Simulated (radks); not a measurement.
The numbers below are computed, except where a source is named.
Species: Mo9+. Configuration: [Ar] 3d10 4s2 4p3.

Code: a radial shooting solver on a logarithmic mesh with Libxc functionals. Model: scalar-relativistic Kohn-Sham, revPBE, spin-polarised, spherical densities, finite nucleus; open shells are filled with parallel spins first (spin-orbit coupling, left out, can overturn this in heavy ions); Fermi nuclear charge, rms radius 4.4091 fm.

Energy parts (hartree):
total: -4025.09928
kinetic: 4151.13121
electron-nucleus: -9505.29654
Hartree: 1447.76292
exchange-correlation: -118.69687

Orbitals (lengths in bohr, moments of r in powers of bohr; r(max) is where P^2 peaks):
[
 {"orbital": "1s up", "occ.": "1", "eigenvalue (hartree)": "-734.5040", "r(max)": "0.02287"},
 {"orbital": "1s down", "occ.": "1", "eigenvalue (hartree)": "-734.4802", "r(max)": "0.02287"},
 {"orbital": "2s up", "occ.": "1", "eigenvalue (hartree)": "-108.8456", "r(max)": "0.1296"},
 {"orbital": "2s down", "occ.": "1", "eigenvalue (hartree)": "-108.8321", "r(max)": "0.1296"},
 {"orbital": "2p up", "occ.": "3", "eigenvalue (hartree)": "-97.94390", "r(max)": "0.1035"},
 {"orbital": "2p down", "occ.": "3", "eigenvalue (hartree)": "-97.92101", "r(max)": "0.1036"},
 {"orbital": "3s up", "occ.": "1", "eigenvalue (hartree)": "-23.31735", "r(max)": "0.3829"},
 {"orbital": "3s down", "occ.": "1", "eigenvalue (hartree)": "-23.29073", "r(max)": "0.3830"},
 {"orbital": "3p up", "occ.": "3", "eigenvalue (hartree)": "-19.73994", "r(max)": "0.3763"},
 {"orbital": "3p down", "occ.": "3", "eigenvalue (hartree)": "-19.70923", "r(max)": "0.3764"},
 {"orbital": "3d up", "occ.": "5", "eigenvalue (hartree)": "-13.93145", "r(max)": "0.3212"},
 {"orbital": "3d down", "occ.": "5", "eigenvalue (hartree)": "-13.89823", "r(max)": "0.3213"},
 {"orbital": "4s up", "occ.": "1", "eigenvalue (hartree)": "-7.62864", "r(max)": "0.9512"},
 {"orbital": "4s down", "occ.": "1", "eigenvalue (hartree)": "-7.40874", "r(max)": "0.9460"},
 {"orbital": "4p up", "occ.": "3", "eigenvalue (hartree)": "-6.54871", "r(max)": "1.005"},
 {"orbital": "4p down", "occ.": "0", "eigenvalue (hartree)": "-6.33012", "r(max)": "1.001"}
]

The highest occupied level is 4p up at -178.20 eV. Spin moment in Bohr magnetons: 3. The electron density at the nucleus is 9.28e+04 e/bohr^3 (large components only). For comparison, the ionisation energy in NIST's Atomic Spectra Database is 186 eV (semi-empirical). In exact Kohn-Sham theory the highest level is minus the ionisation energy, but local and semilocal functionals leave it too shallow, through self-interaction and a potential that decays too fast; potentials with the right tail come closer.
